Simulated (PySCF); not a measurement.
# Electronic absorption of aluminum trichloride

Compound: aluminum trichloride, AlCl3.
SMILES: `[Cl][Al]([Cl])[Cl]`

Theory: TDDFT CAM-B3LYP/def2-SVPD, vertical, gas phase, core orbitals frozen in the response in PySCF. Isolated species at its PBE0-D3(BJ)/def2-SVP geometry, gas phase.

Problem. What does the calculation give for the low-lying excited states?

Solution. 

```csv
state,λ (nm),E (eV),f,"main configurations (H = HOMO, L = LUMO)"
S1,184.1,6.73,0.0000,H→L (94%)
S2,177.4,6.99,0.0000,H→L+1 (98%)
S3,173.2,7.16,0.0000,H-1→L (94%)
S4,173.0,7.16,0.0000,H-2→L (94%)
S5,167.3,7.41,0.047,"H-3→L (83%), H-1→L+1 (10%)"
S6,167.1,7.42,0.047,"H-4→L (83%), H-2→L+1 (11%)"
S7,163.0,7.61,0.0001,H-3→L+1 (98%)
S8,162.8,7.61,0.0001,H-4→L+1 (98%)
S9,158.5,7.82,0.112,"H-1→L+1 (81%), H-3→L (9%)"
```

Triplets, Tamm–Dancoff:

| state | E (eV) | λ (nm) | main configurations (H = HOMO, L = LUMO) |
| --- | --- | --- | --- |
| T1 | 6.46 | 192.0 | H→L (91%) |
| T2 | 6.87 | 180.5 | H→L+1 (98%) |
| T3 | 6.88 | 180.3 | H-1→L (90%) |
| T4 | 6.88 | 180.3 | H-2→L (90%) |

The lowest singlet comes at 184 nm (650 kJ/mol) in the vacuum ultraviolet; it is dark (f under 0.0005); its leading configuration is HOMO→LUMO (94%). The most intense listed level is S9 at 7.82 eV (159 nm, f = 0.112), 1.09 eV above S1. It is the last of those listed, so stronger ones may follow. S3/S4 and S7/S8 lie within about 0.01 eV of each other in each set; the point group D3h has degenerate representations, and within a degenerate level the listed configurations can mix freely. Löwdin shares by element: HOMO chlorine 100%; LUMO aluminium 57%, chlorine 43%. The listed states span 1.09 eV. The oscillator strengths of these states sum to 0.206; summed over the whole spectrum of an exact calculation they would give the number of electrons, 64 (Thomas–Reiche–Kuhn). Weighted by f, the mean energy of these states is 7.64 eV. The vertical ionisation energy (ΔSCF) is 11.86 eV, 4.03 eV above S9. Orbitals of the list HOMO-3 to LUMO+2 that lie within 0.01 eV of each other are written together with a slash and their weights summed (≥ marks a lower bound); for degenerate orbitals outside that list single weights are arbitrary. The window holds the lowest 10 singlets. The highest level found (7.83 eV, f 0.114 so far) is left out, since the window may have cut off a degenerate partner.
